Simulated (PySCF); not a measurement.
# Structure from 2D NMR

Compound of formula C5H14SSi. Correlations simulated from computed shifts and the bond graph:

HSQC (one-bond C–H):
| δH | δC |
| --- | --- |
| 2.13 | 49.1 |
| 1.04 | 30.2 |

HMBC (two and three bonds, from the bond graph):
| δH | δC |
| --- | --- |
| 4.58 | 49.1 |
| 2.13 | 32.6, 30.2 |
| 1.04 | 49.1, 32.6, 30.2 |

Carbons without hydrogens: δ 32.6.

PySCF 2.14.0 with density-fitted response routines calculation with geometry: PBE0-D3(BJ)/def2-SVP and shieldings: GIAO PBE0/pcSseg-1; no solvent, averaged over atoms made equivalent by symmetry, fast rotation or ring inversion, one computed conformer, no relativistic terms.

Referencing at the same level of theory: TMS for ¹H and ¹³C.

Exchangeable hydrogens are left out of these lists.

Task: Which molecule is this?

Result: SMILES CC(C)(C)CS[SiH3].

Mapped SMILES: `[CH3:1][C:2]([CH3:3])([CH3:4])[CH2:5][S:6][SiH3:7]`; H(Xn) means a hydrogen on atom n.

- δC 49.1 is C5, an sp3 CH2 bonded to S (δH 2.13).
- δC 32.6 is C2, a quaternary sp3 carbon.
- δC 30.2 is C1/C3/C4, a methyl carbon (δH 1.04).
- HMBC from δH 2.13 reaches the proton-free carbon C2.
- HMBC from δH 1.04 reaches the proton-free carbon C2.

The shifts were computed for this structure.

Shifts are as computed. Against solution values, carbons near 30 ppm lie about +2 ppm off and those near 130 ppm about +5 ppm. Of 1309 compounds with measured shifts, 239 miss one by over three times the rms of a fit or turn the order of signals round; such compounds aren't used in these exercises.
